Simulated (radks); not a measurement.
The numbers below are computed, except where a source is named.
Question: Tc18+, 25 electrons, occupied as [Ar] 3d7. Level of theory: Dirac Kohn-Sham, PBE, spin-unpolarised, spherical densities, point nucleus; open shells are shared between the two j in proportion to 2j + 1 (a radial shooting solver on a logarithmic mesh with Libxc functionals). Some entries of the table are withheld. Estimate them.

| orbital | occ. | eigenvalue (eV) | <r^2> (bohr^2) |
|---|---|---|---|
| 1s1/2 | 2 | (1) | (2) |
| 2s1/2 | 2 | -3522.099 | 0.02617 |
| 2p1/2 | 2 | (3) | 0.01971 |
| 2p3/2 | 4 | (4) | 0.02104 |
| 3s1/2 | 2 | -1010.530 | 0.1822 |
| 3p1/2 | 2 | -923.2350 | (5) |
| 3p3/2 | 4 | -901.1791 | (6) |
| 3d3/2 | 2.8 | -751.1892 | (7) |
| 3d5/2 | 4.2 | -746.6867 | (8) |

Answer: 
(1) 1s1/2 eigenvalue (eV): -21414.09
(2) 1s1/2 <r^2> (bohr^2): 0.001586
(3) 2p1/2 eigenvalue (eV): -3292.859
(4) 2p3/2 eigenvalue (eV): -3174.074
(5) 3p1/2 <r^2> (bohr^2): 0.1760
(6) 3p3/2 <r^2> (bohr^2): 0.1840
(7) 3d3/2 <r^2> (bohr^2): 0.1574
(8) 3d5/2 <r^2> (bohr^2): 0.1596
